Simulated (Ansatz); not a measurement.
Reaction (hydrogenolysis of a B–Br bond): `ClB(Br)Br` + H₂ → `ClBBr` + HBr

Gas-phase electronic energies from Ansatz, PBE0-D4/def2-TZVP geometries. CCSD(T)/CBS is the MP2 limit (def2-TZVPP, def2-QZVPP) plus CCSD(T) − MP2 in def2-TZVPP, frozen cores. This one scheme is used for every species. DFT in def2-TZVPP. HSE06 is defined as in plane-wave codes. For Br outer-core shells are correlated without core-valence functions, which leaves a few kJ/mol of doubt a bond. Scalar relativity is left out up to krypton.

Question: Is it downhill or uphill in electronic energy at CCSD(T)/CBS, and by how much? (Estimate.)

Answer: The calculation gave: Uphill: ΔE = +0.47 eV.

Question: What do these levels give: HSE06-D4, revPBE, BLYP, HSE06, BHLYP, LC-ωPBE, RPA@PBE/def2-TZVPP, MP2/def2-SVP, HF/def2-TZVPP, HF/def2-QZVPP, MP2/CBS(def2), CCSD/CBS(def2)? (Estimate.)

Answer: Computed: HSE06-D4 0.47, revPBE 0.43, BLYP 0.35, HSE06 0.42, BHLYP 0.27, LC-ωPBE 0.37, RPA@PBE/def2-TZVPP 0.40, MP2/def2-SVP 0.53, HF/def2-TZVPP 0.14, HF/def2-QZVPP 0.13, MP2/CBS(def2) 0.61, CCSD/CBS(def2) 0.40 eV.

Largest T1 diagnostic among the species: 0.010.

From PBE to PBE0 (25 % exact exchange), in def2-TZVPP and without D4, ΔE moves by −0.05 eV. In def2-TZVPP, CCSD(T) changes the Hartree–Fock value by +0.29 eV (the triples alone add +0.07 eV) and MP2 by +0.43 eV.
